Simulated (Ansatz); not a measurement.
CH₂O, SMILES [H]/[C-]=[O+]/[H].

Geometry: ωB97X-D3(BJ)/def2-TZVPD.

Two levels are set side by side: PBE/def2-TZVPD (Ansatz, a program for electronic structure) and PBE0/def2-TZVPD (Ansatz). Energy differences of separate SCF runs at the same geometry; the states with an electron removed or added have multiplicity 2 and 2. Differences are taken from unrounded values.

```json
[
 {"quantity": "vertical ionisation energy (eV)", "PBE0": "9.35"},
 {"quantity": "vertical singlet–triplet gap (eV)", "PBE0": "1.26"}
]
```

Question: What does PBE give, and how far is it from PBE0? (Estimate from the structure and the level; the computed values follow.)

Answer: 
```tsv
quantity	PBE	PBE minus PBE0
vertical ionisation energy (eV)	9.28	-0.08
vertical singlet–triplet gap (eV)	1.36	0.09
```
